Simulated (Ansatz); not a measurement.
Start from `C[S][Ga]([F])[F]` and change one atom or group to get `[OH][Ga]([F])[F]`.

Ansatz, PBE0-D4/def2-TZVP geometries, multiplicity 1. Each molecule was computed in one conformer, which needn't be the lowest.

Scalar relativity is left out up to krypton.

| property | `C[S][Ga]([F])[F]` |
| --- | --- |
| HOMO energy (PBE0/def2-TZVPP) / eV | -7.88 |
| zero-point energy (PBE0-D4/def2-TZVP) / kJ/mol | 113.7 |
| LUMO energy (PBE0/def2-TZVPP) / eV | -1.45 |
| HOMO–LUMO gap (PBE0/def2-TZVPP) / eV | 6.43 |
| HOMO energy (ωB97M-V/def2-TZVPP) / eV | -10.06 |
| LUMO energy (ωB97M-V/def2-TZVPP) / eV | 0.44 |

**Question.** Give the same properties after the change, and the shifts. (An estimate is asked.)

**Answer.** Computed: 
| property | `[OH][Ga]([F])[F]` | shift |
| --- | --- | --- |
| HOMO energy (PBE0/def2-TZVPP) / eV | -9.99 | -2.11 |
| zero-point energy (PBE0-D4/def2-TZVP) / kJ/mol | 46.9 | -66.8 |
| LUMO energy (PBE0/def2-TZVPP) / eV | -1.78 | -0.33 |
| HOMO–LUMO gap (PBE0/def2-TZVPP) / eV | 8.21 | 1.78 |
| HOMO energy (ωB97M-V/def2-TZVPP) / eV | -12.49 | -2.43 |
| LUMO energy (ωB97M-V/def2-TZVPP) / eV | 0.12 | -0.32 |

With PBE0 the HOMO falls by 2.11 eV and the LUMO falls by 0.33 eV, so the gap widens by about 1.78 eV. PBE moves the HOMO by -1.60 eV and ωB97M-V by -2.43 eV. The zero-point energy changes by -66.8 kJ/mol with -9 modes.
